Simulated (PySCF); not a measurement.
**Löwdin shares of the frontier orbitals**

Compound: C5H9Al.
SMILES with atom numbers: `[CH3:1][CH2:2][C:3]#[C:4][AlH:5][CH3:6]` (hydrogens: H7, H8, H9 on C1; H10, H11 on C2; H12 on Al5; H13, H14, H15 on C6)

Computed, not measured: TDDFT wB97X-D/def2-SVPD, vertical, gas phase, core orbitals frozen in the response (PySCF). Isolated species at its GFN2-xTB geometry, gas phase.

Kohn–Sham orbitals with the atoms that hold most of them (Löwdin shares over 4%, at most four atoms; ? is withheld):

```json
{"orbital": "LUMO+2", "ε (eV)": "2.09", "atoms": "C3 16%, C4 15%, Al5 14%, C2 13%"}
{"orbital": "LUMO+1", "ε (eV)": "1.57", "atoms": "Al5 67%, C6 7%, C4 4%, C3 4%"}
{"orbital": "LUMO", "ε (eV)": "0.43", "atoms": "Al5 51%, C4 16%, C3 9%, H12 9%"}
{"orbital": "HOMO", "ε (eV)": "-9.20", "atoms": "?"}
{"orbital": "HOMO-1", "ε (eV)": "-9.50", "atoms": "?"}
{"orbital": "HOMO-2", "ε (eV)": "-10.14", "atoms": "C6 27%, Al5 23%, H12 16%, C4 12%"}
{"orbital": "HOMO-3", "ε (eV)": "-11.12", "atoms": "Al5 28%, C4 20%, H12 20%, C6 17%"}
```

(1) Give the leading atoms of the HOMO.

(2) Which atoms hold the HOMO-1, and with what shares?

(3) The HOMO–LUMO gap is 9.63 eV. Where does the response calculation put the lowest singlet, and from which orbitals?

(4) Give energy, strength and leading configuration of S1, S2, S3 and S6, and follow the Löwdin shares of the leading atoms from the occupied to the empty orbital.

Results:

(1) C4 (bonded to Al and C) 32%; C3 (bonded to 2 C) 31%; Al5 (bonded to 2 C and H) 9%; C6 (bonded to Al and 3 H) 8%. By element: carbon 70% or more, aluminium 9%.

(2) C4 (bonded to Al and C) 42%; C3 (bonded to 2 C) 38%; C2 (bonded to 2 C and 2 H) 8%; Al5 (bonded to 2 C and H) 5%. By element: carbon 88% or more, aluminium 5%.

(3) S1 is at 4.85 eV (f = 0.0010), 4.78 eV below the gap, made of HOMO→LUMO (93%). 

(4) 
- S1 (4.85 eV, f 0.0010), HOMO→LUMO (93%): C4 32% → 16%, C3 31% → 9%, Al5 9% → 51%
- S2 (5.55 eV, f 0.057), HOMO-1→LUMO (77%): C4 42% → 16%, C3 38% → 9%, Al5 5% → 51%
- S3 (5.70 eV, f 0.0008), HOMO-2→LUMO (91%): C6 27% → at most 9%, Al5 23% → 51%, C4 12% → 16%
- S6 (7.03 eV, f 0.184), HOMO→LUMO+1 (80%): C4 32% → 4%, C3 31% → 4%, Al5 9% → 67%, C6 8% → 7%

Löwdin shares depend on the basis, the more so with diffuse functions.
